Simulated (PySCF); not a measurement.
Si(H)(Cl)(Br)(NH2) (BrClH3NSi), SMILES N[SiH](Cl)Br.

Geometry: B3LYP-D3(BJ)/def2-SVP. This is a generated structure with no PubChem entry under its InChIKey; it may be hypothetical. Other conformers were not sampled.

Two levels are set side by side: PBE/def2-TZVP (PySCF) and ωB97X/def2-TZVP (PySCF). Same geometry, gas phase. Differences are taken from unrounded values.

```json
[
 {"quantity": "orbital gap (eV)", "ωB97X": "12.70", "PBE": "5.75", "PBE minus ωB97X": "-6.95"},
 {"quantity": "highest occupied level (eV)", "ωB97X": "-10.58", "PBE": "-6.72", "PBE minus ωB97X": "3.86"},
 {"quantity": "lowest empty level (eV)", "ωB97X": "2.12", "PBE": "-0.97", "PBE minus ωB97X": "-3.09"},
 {"quantity": "dipole moment (D)", "ωB97X": "2.41", "PBE": "2.35", "PBE minus ωB97X": "-0.06"},
 {"quantity": "mean polarisability (bohr³)", "ωB97X": "61.2", "PBE": "64.6", "PBE minus ωB97X": "3.4"}
]
```

PBE's occupied levels lie high since its potential decays too fast outside the molecule; exact exchange lowers them and widens the gap. PBE's more diffuse valence density responds more strongly to a field. Differences between two approximate levels are no errors against the true value.

Rough cost on one machine, each run with all the roots and properties that it gave: ωB97X against PBE within a factor of 2.
